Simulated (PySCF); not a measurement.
Job file and geometry (Å, from GFN2-xTB) of an NMR shielding run on SMILES ClC([C@@H]1COBB(Cl)O1)Cl, C3H5B2Cl3O2, PySCF 2.14.0, density-fitted response routines, GIAO PBE0/pcSseg-1 NMR shielding, non-relativistic, gas phase; density fitting, a coarse starting grid and PySCF grid level 2 are the driver's defaults:

```
$ OMP_NUM_THREADS=1 python probes_run.py task.json out

{"job": {"kind": "nmr", "xc": "PBE0", "basis": "pcSseg-1"}, "charge": 0, "multiplicity": 1}
Cl     1.792696     3.039151     0.195328
B      1.335047     1.439981    -0.257801
B      2.264113     0.066877    -0.614481
O      1.624025    -1.095020    -0.431758
C      0.292969    -1.148759     0.031811
C     -0.562176    -0.008626    -0.544156
C     -1.982889    -0.015360     0.024412
Cl    -2.760323    -1.583209    -0.241252
Cl    -2.939760     1.260959    -0.750883
O     -0.011744     1.251298    -0.233132
H      3.355248    -0.066738    -1.021938
H     -0.119190    -2.114734    -0.271108
H      0.294286    -1.085147     1.127161
H     -0.607671    -0.116212    -1.638264
H     -1.979046     0.183530     1.098492
```

**Question.** What does the program print?

**Answer.** 
```
coarse grid: 15576 points
cycle   1  E = -1697.0606300870  dE =  1.624e+00  |g| = 8.230e-01  |ddm| = 3.678e+00
cycle   2  E = -1696.8280362722  dE =  2.326e-01  |g| = 1.385e+00  |ddm| = 1.724e+00
cycle   3  E = -1697.1912800278  dE = -3.632e-01  |g| = 9.449e-02  |ddm| = 1.150e+00
cycle   4  E = -1697.1927333795  dE = -1.453e-03  |g| = 5.158e-02  |ddm| = 1.318e-01
cycle   5  E = -1697.1932479409  dE = -5.146e-04  |g| = 1.463e-02  |ddm| = 5.723e-02
cycle   6  E = -1697.1932932687  dE = -4.533e-05  |g| = 3.872e-03  |ddm| = 1.562e-02
cycle   7  E = -1697.1932961771  dE = -2.908e-06  |g| = 1.044e-03  |ddm| = 3.816e-03
final grid: 140560 points
cycle   8  E = -1697.2677890002  dE = -5.246e-05  |g| = 1.227e-02  |ddm| = 2.900e-02
cycle   9  E = -1697.2677478734  dE =  4.113e-05  |g| = 1.935e-02  |ddm| = 1.958e-02
cycle  10  E = -1697.2678147864  dE = -6.691e-05  |g| = 1.541e-03  |ddm| = 1.318e-02
cycle  11  E = -1697.2678151767  dE = -3.903e-07  |g| = 3.627e-04  |ddm| = 1.652e-03
cycle  12  E = -1697.2678152052  dE = -2.848e-08  |g| = 1.030e-04  |ddm| = 4.391e-04
cycle  13  E = -1697.2678152074  dE = -2.239e-09  |g| = 3.685e-05  |ddm| = 1.313e-04
cycle  14  E = -1697.2678152077  dE = -2.810e-10  |g| = 9.253e-06  |ddm| = 3.257e-05
converged SCF energy = -1697.2678152077

GIAO shielding tensors (ppm)
atom      isotropic    diamagn.    paramagn.     s11        s22        s33       span
  0 Cl     752.196    1148.311    -396.115    447.147    878.810    930.631    483.484
  1 B       59.975     195.347    -135.372     32.891     53.174     93.862     60.971
  2 B       52.148     195.542    -143.393      7.457     42.390    106.598     99.142
  3 O       94.328     389.778    -295.450   -154.304     74.895    362.393    516.697
  4 C      116.195     246.010    -129.815     98.040    102.039    148.507     50.467
  5 C      102.507     246.085    -143.578     88.197     97.395    121.930     33.732
  6 C      102.061     242.089    -140.029     61.504    120.404    124.275     62.771
  7 Cl     713.700    1145.062    -431.362    455.008    678.983   1007.111    552.102
  8 Cl     679.707    1144.547    -464.841    433.411    590.477   1015.231    581.820
  9 O      106.362     395.163    -288.801    -95.748    134.749    280.085    375.833
 10 H       26.404      28.546      -2.142     24.943     26.725     27.543      2.600
 11 H       26.686      28.570      -1.884     20.614     28.763     30.681     10.067
 12 H       27.872      29.922      -2.050     23.543     29.335     30.737      7.194
 13 H       27.354      29.704      -2.350     25.385     26.871     29.807      4.422
 14 H       26.135      27.432      -1.297     22.954     26.024     29.427      6.473
```

Size and cost of the density-fitted run: 216 basis functions, 24 s wall time on 1 thread of an AMD EPYC 9B45, shared host; peak memory 0.97 GiB.
